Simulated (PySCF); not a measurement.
dimethyl carbonate (C3H6O3), SMILES COC(=O)OC. Atoms are numbered in the order given.

```xyz
12

C      2.3146     0.0000     0.0182
O      1.0776     0.0000     0.7051
C      0.0000     0.0000    -0.0709
O      0.0000     0.0000    -1.2732
O     -1.0776     0.0000     0.7051
C     -2.3146     0.0000     0.0182
H      2.4129     0.8924    -0.6176
H      3.0925     0.0000     0.7905
H      2.4129    -0.8924    -0.6176
H     -3.0925     0.0000     0.7905
H     -2.4129    -0.8924    -0.6176
H     -2.4129     0.8924    -0.6176
```
Charge 0, spin multiplicity 1.

Coordinates come from a PBE0-D3(BJ)/def2-SVP optimisation.

Level of theory: PBE/def2-TZVP run with PySCF.

Symmetry labels are those of the subgroup C2v that the program uses (full group C2v).

Computed valence orbital energies around the gap with their symmetry:
```json
[
 {"orbital": "HOMO−7", "symmetry": "A1", "energy (eV)": "-10.77"},
 {"orbital": "HOMO−6", "symmetry": "B1", "energy (eV)": "-10.77"},
 {"orbital": "HOMO−5", "symmetry": "B2", "energy (eV)": "-9.69"},
 {"orbital": "HOMO−4", "symmetry": "B1", "energy (eV)": "-9.02"},
 {"orbital": "HOMO−3", "symmetry": "A1", "energy (eV)": "-8.53"},
 {"orbital": "HOMO−2", "symmetry": "B2", "energy (eV)": "-7.38"},
 {"orbital": "HOMO−1", "symmetry": "A2", "energy (eV)": "-7.21"},
 {"orbital": "HOMO", "symmetry": "B1", "energy (eV)": "-6.66"},
 {"orbital": "LUMO", "symmetry": "B2", "energy (eV)": "0.00"},
 {"orbital": "LUMO+1", "symmetry": "A1", "energy (eV)": "0.51"},
 {"orbital": "LUMO+2", "symmetry": "A1", "energy (eV)": "1.09"},
 {"orbital": "LUMO+3", "symmetry": "B1", "energy (eV)": "1.14"}
]
```
